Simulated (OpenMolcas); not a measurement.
# Nb2+: moving or changing the point charges

Nb2+ among 8 point charges of -1.2 e arranged as a cube (Oh), 2.24 Å from the ion.

```json
{
  "Program": "OpenMolcas",
  "Method": "SS-CASPT2, IPEA 0.25 Eh, imaginary shift 0.1 Eh (closed shells correlated: 4s 4p)",
  "Basis": "ANO-RCC-VDZP [6s5p3d1f]",
  "Scalar Hamiltonian": "DKH2, point nucleus",
  "Active space": "3 electrons in 5 orbitals (4d)",
  "State averaging": "2S+1 = 4 even, 10 roots; 2S+1 = 2 even, 40 roots",
  "Spin-orbit coupling": "state interaction with AMFI integrals over the reference wave functions"
}
```

Runs around this geometry, states (labels of O, the rotations of Oh). Energies in cm-1 above the lowest state or level, χT in cm3 K/mol; under a threefold ground state the first gap can be a small split of the lowest multiplet, not the spin-orbit step.

```json
{"R (Å)": "2.24", "q (e)": "-0.78", "Ground state": "4T1", "First state of that spin": "4T2 5170", "First gap with spin-orbit (degeneracies)": "150 (4, 2)", "χT at 300 K": "0.803", "First state of another spin": "2E 6020"}
{"R (Å)": "2.1", "q (e)": "-1.2", "Ground state": "2E", "First state of that spin": "2T2 10180", "First gap with spin-orbit (degeneracies)": "1430 (4, 2)", "χT at 300 K": "0.464", "First state of another spin": "4T1 1510"}
{"R (Å)": "2.24", "q (e)": "-1.2", "Ground state": "4T1", "First state of that spin": "4T2 8390", "First gap with spin-orbit (degeneracies)": "200 (4, 2)", "χT at 300 K": "0.840", "First state of another spin": "2E 2000"}
{"R (Å)": "2.44", "q (e)": "-1.2", "Ground state": "4T1", "First state of that spin": "4T2 5600", "First gap with spin-orbit (degeneracies)": "150 (4, 2)", "χT at 300 K": "0.810", "First state of another spin": "2E 5370"}
```

Scaling the charges by -0.78 / -1.2 = 0.65 scales the first state of the same spin by 5170 / 8390 = 0.62; with fixed orbitals a first-order splitting would follow the charge.

The ground state changes within this set.

Roots that are degenerate in the reference are averaged as groups; the widest CASPT2 spread within a group is 580 cm-1 (the 3-fold group of multiplicity 2 near 10200 cm-1 above the lowest state of its run, R = 2.1, q = -1.2). Shifts and gaps below about the spread of the groups concerned are not significant. Free-ion shares, where given, are those of the reference states; single-state CASPT2 does not remix them. An orbital triplet at a regular site is open to Jahn-Teller coupling, which can distort the site and quench the lowest spin-orbit gaps and is left out (holds for R = 2.24, q = -0.78; R = 2.24, q = -1.2; R = 2.44, q = -1.2). Point charges give a weaker field than real ligands, and real ions of this kind are as a rule low spin; the high spin found here belongs to the model (holds for R = 2.24, q = -0.78; R = 2.24, q = -1.2; R = 2.44, q = -1.2). An orbital doublet at a regular site is open to a Jahn-Teller distortion, which this geometry leaves out (holds for R = 2.1, q = -1.2). This shell can be high or low spin here, a state of another spin lies low, and with metal d orbitals alone active their balance is uncertain, so the ground spin may be wrong, although the usual error favours high spin (holds for R = 2.1, q = -1.2). This shell can be high or low spin here, a state of another spin lies low, and with metal d orbitals alone active their balance is uncertain, so the ground spin may be wrong (holds for R = 2.24, q = -1.2; R = 2.44, q = -1.2). Point charges carry no covalency, so the field is a model and not that of real ligands. No measured value stands beside these numbers.
